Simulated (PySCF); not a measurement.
GaF2Br, SMILES [Ga]([F])([Br])[F]. Geometry: PBE0-D3(BJ)/def2-SVP. The structure was generated by enumeration; whether it is a known compound was not checked.

All values below come from PySCF with PBE0-D3(BJ)/def2-SVP.

Harmonic wavenumbers (cm⁻¹): 130, 172, 186, 328, 713, 760. Rotational constants (GHz): 6.138, 1.568, 1.249; symmetry number 2.

Task: Work out the zero-point energy and the ideal-gas rigid-rotor harmonic-oscillator thermochemistry at 298.15 K and 1 atm.

Result: ZPE = ½ Σ hcν = ½ × 2289 cm⁻¹ = 3.27 kcal/mol. H − E(el) = 7.18 kcal/mol. Entropy in cal/(mol K): translation 41.59, rotation 26.30, vibration 9.43, total 77.33. G − E(el) = -15.87 kcal/mol. Cp = 16.75 cal/(mol K). Modes under 150 cm⁻¹ make the vibrational entropy uncertain.
